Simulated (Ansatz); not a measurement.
All numbers were calculated with Ansatz.

Basis-set series for Br2H4N2Ti (`[NH2][Ti]([NH2])([Br])[Br]`). Total charge 0; spin multiplicity 1. Geometry: relaxed with PBE0-D4/def2-TZVP. It is one conformer, not always the lowest.

```tsv
functional	basis	functions	energy (Eh)	HOMO (eV)	LUMO (eV)
PBE0-D4	def2-SVP	143	-6108.15989	-7.51	-2.34
PBE0-D4	def2-TZVPP	278	-6109.03456	-7.71	-2.44
ωB97M-V	def2-SVP	143	-6108.67831	-9.67	-0.17
ωB97M-V	def2-TZVPP	278	-6109.55399	-9.89	-0.32
```

Give the rows for def2-QZVPP. (Best estimate.)

The calculation gave: 
| functional | basis | functions | energy (Eh) | HOMO (eV) | LUMO (eV) |
| --- | --- | --- | --- | --- | --- |
| PBE0-D4 | def2-QZVPP | 505 | -6109.16280 | -7.74 | -2.47 |
| ωB97M-V | def2-QZVPP | 505 | -6109.67676 | -9.92 | -0.35 |

Scalar relativity is left out up to krypton.
